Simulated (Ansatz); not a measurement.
Reactions of C5H10 (`CC=C(C)C`).

Gas-phase electronic energies from Ansatz, PBE0-D4/def2-TZVP geometries. CCSD(T)/CBS adds triple-zeta CCSD(T) − MP2 to the extrapolated MP2 energy (def2 sets, frozen cores). This one scheme is used for every species. DFT in def2-TZVPP. def2 core potentials past Kr. For Ga, Sn outer-core shells are correlated without core-valence functions, which leaves a few kJ/mol of doubt a bond. Scalar relativity is left out up to krypton. Each species was taken in one conformer, which may not be the lowest.

| reaction | CCSD(T)/CBS(def2) (kcal/mol) |
| --- | --- |
| `CC=C(C)C` + `[OH][Ga]([SH])[O][SiH3]` → `C[O][Ga]([SH])[O][SiH3]` + `C=C(C)C` | ? |
| `CC=C(C)C` + BH₃ → `B/C(C)=C/C` + CH₄ | -16.4 |
| `CC=C(C)C` + `[OH][Sn]([F])([F])[F]` → `C[O][Sn]([F])([F])[F]` + `C=C(C)C` | 14.6 |
| `CC=C(C)C` + H₂ → `C=C(C)C` + CH₄ | -15.5 |

**Question.** Fill in the missing values. (Estimate.)

**Answer.** The calculation gave: `CC=C(C)C` + `[OH][Ga]([SH])[O][SiH3]` → `C[O][Ga]([SH])[O][SiH3]` + `C=C(C)C`: +15.5 kcal/mol.

Largest T1 diagnostic: 0.015, for `[OH][Sn]([F])([F])[F]`.
